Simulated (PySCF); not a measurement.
carbon diselenide (CSe₂), SMILES [Se]=C=[Se]. Heavy atoms are numbered as in [Se:1]=[C:2]=[Se:3].

Geometry: ωB97X-D3(BJ)/def2-TZVP.

Method: PBE/pcSseg-2 run with PySCF.

GIAO shieldings, no solvent; atoms alike by connectivity are averaged. δ = σ(ref) − σ: ⁷⁷Se against Me2Se (σ = 1646.5 ppm); ¹³C against TMS (σ = 181.4 ppm), references at their B3LYP-D3(BJ)/def2-TZVP geometries, non-relativistic.

| nucleus | atoms | count | δ (ppm) |
|---|---|---|---|
| ⁷⁷Se | Se1 | 2 | 107.6 |
| ¹³C | C2 | 1 | 234.8 |
